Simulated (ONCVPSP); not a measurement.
# Which setting gave this result? (Li (Z = 3), ONCV)

Base potential:

```json
{
  "Element": "Li (Z = 3)",
  "Generator": "ONCVPSP 4.0.1",
  "Type": "optimised norm-conserving Vanderbilt (ONCV)",
  "Functional": "PBE",
  "Relativity": "scalar-relativistic",
  "Frozen core": "none",
  "Valence charge": "3",
  "Reference configuration": "1s2 2p1",
  "Partial waves": "1s: rc 0.60 bohr, ncon 3, nbas 7, qcut 25.7 1/bohr, 2 projectors, debl 2.1 Ha; 2p: rc 4.00 bohr, ncon 5, nbas 9, qcut 1.9 1/bohr, 2 projectors, debl 0.6 Ha; d scattering state at 0.02 Ha: rc 3.05 bohr, ncon 4, nbas 7, qcut 3.5 1/bohr, 2 projectors, debl 2.7 Ha",
  "Local potential": "polynomial inside 0.55 bohr (lpopt 5, dvloc0 2 Ha)",
  "Core correction": "none"
}
```

Cutoffs, loose and tight: the cutoffs (Ha) at which the residual kinetic energy of the hardest occupied pseudo-wave falls to 1 and 0.1 mHa per electron. They do not see the model core or the augmentation charge, which bear on the density cutoff. Test errors are all-electron minus pseudo excitation energies from the reference, over the configurations 1s2 2s1 2p0; 1s2 2p0; 1s2 2s0.5 2p0; 1s1 2s1 2p0; variants that change the core or the reference have their own tests. The largest error is taken over the tests solved by every variant that gives reliable tests at all, those not shown here included: 1s2 2p0; 1s2 2s0.5 2p0; 1s2 2s1 2p0.

Only the scale of all radii (base = 1) is moved:

```
scale of all radii (base = 1)  cutoff, loose  cutoff, tight  bound ghosts  largest test error (meV)
                         0.79         178 Ha         227 Ha             p                      +4.0
                          0.9         163 Ha         209 Ha          p, s                       +19
                         1.04         145 Ha         184 Ha             p                       +30
                         1.11         137 Ha         176 Ha             p                       +35
                         1.24         115 Ha         146 Ha             p                       +43
                         1.31         109 Ha         138 Ha             p                       +47
```

Problem. One more run gave cutoff, loose: 159 Ha; cutoff, tight: 204 Ha; bound ghosts: p, s; largest test error (meV): +22. Which value of the scale of all radii (base = 1) was used?

Solution. 0.94. The loose cutoff moves one way along this sweep, from 178 Ha at 0.79 to 109 Ha at 1.31, which places the run between 0.9 and 1.04.
